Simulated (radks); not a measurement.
The numbers below are computed, except where a source is named.
Q: The selenium anion Se2-, [Kr], held by a Watson sphere: a shell of charge +1.63 at radius R that stands for the Madelung well of a crystal (potential energy -1.63/R inside, -1.63/r outside, in hartree with lengths in bohr). Level of theory: scalar-relativistic Kohn-Sham, LB94 model potential, spin-polarised, spherical densities, point nucleus (a radial shooting solver on a logarithmic mesh with Libxc functionals). Response by self-consistent Sternheimer equations with the Hartree and adiabatic LDA kernel, the relativistic mass of each level held fixed and spin-orbit coupling left out. The sphere does not respond.

R (bohr)  e(3d) (eV)  e(4s) (eV)  e(4p) (eV)  <r> 4p (bohr)  sum of <r^2> (bohr^2)  X-ray form factor at sin(theta)/lambda = 0.3 1/angstrom  alpha (bohr^3)
2.5          -57.686     -18.819      -8.360          2.394                  56.81                                                   23.259           40.84
3.61         -56.365     -16.748      -6.502          2.600                  65.40                                                   23.304           68.74
3.73         -56.224     -16.566      -6.320          2.617                  66.21                                                   23.308           72.43
4.54         -55.318     -15.494      -5.211          2.715                  71.12                                                   23.319           100.6
5.12         -54.735     -14.858      -4.543          2.768                  74.13                                                   23.322           124.5
5.13         -54.725     -14.848      -4.533          2.769                  74.18                                                   23.322           124.9
5.29         -54.575     -14.688      -4.365          2.781                  74.95                                                   23.322           132.1

Estimate the row for R = 3.31 bohr.

A: e(3d) (eV) -56.719; e(4s) (eV) -17.232; e(4p) (eV) -6.978; <r> 4p (bohr) 2.552; sum of <r^2> (bohr^2) 63.28; X-ray form factor at sin(theta)/lambda = 0.3 1/angstrom 23.294; alpha (bohr^3) 60.08.
